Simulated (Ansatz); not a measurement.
A nudged elastic band was laid between two geometries of C₃H₁₁NSi (16 atoms, charge 0, multiplicity 1).

All numbers below come from Ansatz 0.2.0, RKS B3LYP-D4/def2-SVP.

```json
{
  "movable images": "5",
  "climbing image": "yes",
  "spring": "5.0 eV/Å²",
  "optimiser": "quadratic models (default)",
  "start path": "through a guess of the saddle point",
  "force threshold": "0.05 eV/Å",
  "iteration limit": "60",
  "end points": "relaxed"
}
```

Initial state:

```xyz
16
Properties=species:S:1:pos:R:3
C -0.389 -1.211 -1.745
Si 0.015 -0.591 -0.008
C 1.858 -0.270 0.207
C -0.941 1.011 0.358
N -0.672 1.458 1.728
H -0.089 -0.473 -2.507
H 0.142 -2.152 -1.963
H -1.469 -1.400 -1.864
H -0.427 -1.617 0.993
H 2.032 0.212 1.183
H 2.451 -1.198 0.160
H 2.228 0.413 -0.576
H -0.558 1.774 -0.346
H -2.018 0.884 0.104
H -1.130 2.348 1.922
H -1.055 0.790 2.398
```

Final state:

```xyz
16
Properties=species:S:1:pos:R:3
C -0.348 -1.225 -1.752
Si -0.058 -0.553 -0.011
C 1.775 -0.185 0.263
C -1.080 1.021 0.319
N -0.953 1.582 1.675
H -0.039 -0.489 -2.514
H 0.228 -2.149 -1.926
H -1.412 -1.457 -1.919
H -0.486 -1.578 0.999
H 1.950 0.249 1.262
H 2.384 -1.100 0.189
H 2.151 0.532 -0.486
H -0.805 1.803 -0.413
H -2.148 0.816 0.121
H 0.017 1.834 1.866
H -1.198 0.877 2.372
```

Question: Which bonds break or form, and what moves?

Answer: No bond is made or broken. The height of N5 over the plane of its neighbours goes from 0.38 to -0.39 Å.

Question: What energy profile does the band end with?

Answer: The run converged. The highest image is number 3 of 0 to 6, 5.0 kcal/mol above the first end and 3.9 kcal/mol above the last; the last end lies 1.0 kcal/mol above the first. A vibrational analysis at the climbing image gives one clearly imaginary mode, 620i cm⁻¹: a first-order saddle point.

| image | path coordinate (Å) | energy (kcal/mol) | height of N5 over the plane of its neighbours (Å) |
| --- | --- | --- | --- |
| 0 | 0.00 | 0.0 | 0.38 |
| 1 | 0.25 | 0.2 | 0.36 |
| 2 | 0.50 | 2.4 | 0.20 |
| 3 | 0.74 | 5.0 | -0.05 |
| 4 | 1.13 | 2.5 | -0.34 |
| 5 | 1.51 | 1.4 | -0.38 |
| 6 | 1.89 | 1.0 | -0.39 |

Question: What is the geometry of the highest image?

Answer: 
```xyz
16
Properties=species:S:1:pos:R:3:forces:R:3
C -0.378 -1.232 -1.761 0.01 0.00 0.00
Si -0.025 -0.582 -0.024 -0.01 -0.02 -0.02
C 1.808 -0.216 0.228 0.00 0.01 0.00
C -1.025 0.996 0.334 0.01 0.00 -0.01
N -0.901 1.398 1.714 -0.01 -0.01 0.02
H -0.080 -0.494 -2.525 0.00 0.00 0.00
H 0.174 -2.165 -1.963 0.00 0.00 0.00
H -1.452 -1.442 -1.897 0.00 0.00 0.00
H -0.447 -1.613 0.982 -0.01 0.01 0.00
H 1.943 0.317 1.183 0.00 0.00 0.00
H 2.418 -1.133 0.255 -0.01 0.00 0.00
H 2.197 0.428 -0.578 0.00 0.00 0.00
H -0.607 1.786 -0.317 0.01 0.00 -0.01
H -2.080 0.875 -0.006 0.00 0.00 0.00
H -0.677 2.346 1.969 0.00 0.00 0.00
H -0.892 0.709 2.451 0.01 0.01 0.01
```

Question: What are the harmonic wavenumbers there?

Answer: 620i, 89, 132, 153, 163, 183, 197, 231, 316, 596, 618, 634, 683, 704, 768, 825, 858, 902, 913, 1015, 1135, 1260, 1267, 1271, 1298, 1432, 1433, 1439, 1445, 1459, 1592, 2171, 2907, 3025, 3026, 3033, 3112, 3114, 3117, 3123, 3631, 3754 cm⁻¹.

Run time: 2.4 min on 2 threads of Intel(R) Xeon(R) CPU @ 2.80GHz (Skylake/Cascade Lake) (shared host), peak memory 0.35 GiB.
